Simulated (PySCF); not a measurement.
Compound: ClH₁₁OSi₅.
Structure used (GFN2-xTB), in Å, numbered top down from 1:
```
atom  x, y, z in Å
Si1   -2.6778   -0.6563   -1.0401
O2    -1.4534   -1.0923   -0.0842
Si3   -0.4749   -1.5735    1.1231
Si4    1.1903    0.0357    0.9146
Si5    0.3909    2.2163    1.3233
Si6    2.3748   -0.1204   -1.1129
Cl7    2.5987   -0.3802    2.4187
H8    -3.8547   -0.4463   -0.2004
H9    -2.8810   -1.7466   -1.9901
H10   -2.2259    0.5770   -1.6833
H11   -1.2880   -1.5821    2.3475
H12   -0.1566   -2.9755    0.8214
H13    0.5027    3.0477    0.1176
H14    1.0825    2.9465    2.3895
H15   -1.0332    2.2087    1.6801
H16    3.1031   -1.3809   -1.2971
H17    1.4280   -0.0167   -2.2281
H18    3.3658    0.9450   -1.3053
```

Computed at PBE0/pcSseg-1 (PySCF, non-relativistic), with Q(17O) = −0.0256 b, Q(35Cl) = −0.0817 b: O2, 17O (I = 5/2): χzz = -6.970 MHz, η = 0.037; Cl7, 35Cl (I = 3/2): χzz = -45.65 MHz, η = 0.012.

Task: Find the zero-field quadrupole resonance frequencies of 17O at O2.

Result: From the eigenvalues of H = χ/[4I(2I − 1)] × [3Iz² − I(I + 1) + η(Ix² − Iy²)], steps between neighbouring levels, labelled as for η = 0: ±1/2↔±3/2 1.047 MHz, ±3/2↔±5/2 2.091 MHz (siloxane oxygen).

Task: Find the zero-field quadrupole resonance frequencies of 35Cl at Cl7.

Result: From ν = (|χ|/2)√(1 + η²/3): ν = 22.83 MHz (silicon-bound chlorine). For 37Cl the ratio of quadrupole moments, 0.7881, gives 17.99 MHz.

Task: Apply the simplest Townes–Dailey estimate (no s hybridisation, no π bonding), ionic character = 1 − χzz/χ0, where χ0 is the coupling for one missing p electron along the bond: −109.74 MHz for 35Cl.

Result: Cl7 on Si4: 1 − (-45.65)/(-109.74) = 0.58. In this model a purely covalent bond gives χ0 and a free halide ion gives zero; s hybridisation or π bonding, where present, is counted here as ionic character.

In a crystal, neighbours and librations shift these lines. The structure is a single GFN2-xTB conformer in the gas phase; no vibrational or solvent corrections. GFN2-xTB frequencies show an imaginary mode (43i cm⁻¹), so this geometry is no minimum at that level. GFN2-xTB bond lengths can be off by several hundredths of an ångström, more for odd bonds, and the gradients follow them. A larger basis could move these couplings by a tenth or more.
